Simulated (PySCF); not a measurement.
## Electron correlation in Be (beryllium, neutral)

[He] 2s2, closed-shell 1S. All numbers are calculated (PySCF 2.14, no relativity, point nucleus, in pcseg-2). Frozen: 1s2; 2 electrons correlated.

Total MP2 correlation energy: -23.96 mhartree.

Same-spin part 0.00 and opposite-spin part -23.96 mhartree; SCS-MP2 scales them by 1/3 and 6/5 to -28.75 mhartree.

With two correlated electrons CCSD is exact within the correlated space (frozen core and kept virtual orbitals).

```tsv
level	correlation energy (mhartree)
CCSD	-42.20
```

Diagnostics: T1 = 0.019, D1 = 0.0267, largest double amplitude 0.143.

Cost of the coupled-cluster step: 0.03 s of wall time on 1 thread of Intel(R) Xeon(R) 6975P-C (shared host), for 2 correlated electrons.

Iterations:

```
CC2 = 0
CCSD nocc = 1, nmo = 14
frozen orbitals [0]
max_cycle = 100
direct = 0
conv_tol = 1e-08
conv_tol_normt = 1e-06
diis_space = 8
diis_start_cycle = 0
Init t2, MP2 energy = -14.5941359062328  E_corr(MP2) -0.0239601327558818
Init E_corr(CCSD) = -0.0239601327567076
cycle = 1  E_corr(CCSD) = -0.0327179831980912  dE = -0.00875785044  norm(t1,t2) = 0.0672694
cycle = 2  E_corr(CCSD) = -0.0370029487126193  dE = -0.00428496551  norm(t1,t2) = 0.0367526
cycle = 3  E_corr(CCSD) = -0.042255298590226  dE = -0.00525234988  norm(t1,t2) = 0.0206862
cycle = 4  E_corr(CCSD) = -0.0421684849797327  dE = 8.68136105e-05  norm(t1,t2) = 0.000719235
cycle = 5  E_corr(CCSD) = -0.0422308841639354  dE = -6.23991842e-05  norm(t1,t2) = 0.000203581
cycle = 6  E_corr(CCSD) = -0.0422011555019818  dE = 2.9728662e-05  norm(t1,t2) = 0.000118985
cycle = 7  E_corr(CCSD) = -0.0422029748435026  dE = -1.81934152e-06  norm(t1,t2) = 7.04527e-06
cycle = 8  E_corr(CCSD) = -0.0422027434628609  dE = 2.31380642e-07  norm(t1,t2) = 1.58688e-06
cycle = 9  E_corr(CCSD) = -0.0422027287832606  dE = 1.46796003e-08  norm(t1,t2) = 1.47853e-07
cycle = 10  E_corr(CCSD) = -0.0422027035237072  dE = 2.52595534e-08  norm(t1,t2) = 8.38159e-08
cycle = 11  E_corr(CCSD) = -0.0422027096179497  dE = -6.09424244e-09  norm(t1,t2) = 3.32177e-08
CCSD converged
E(CCSD) = -14.61237848309491  E_corr = -0.04220270961794968
```
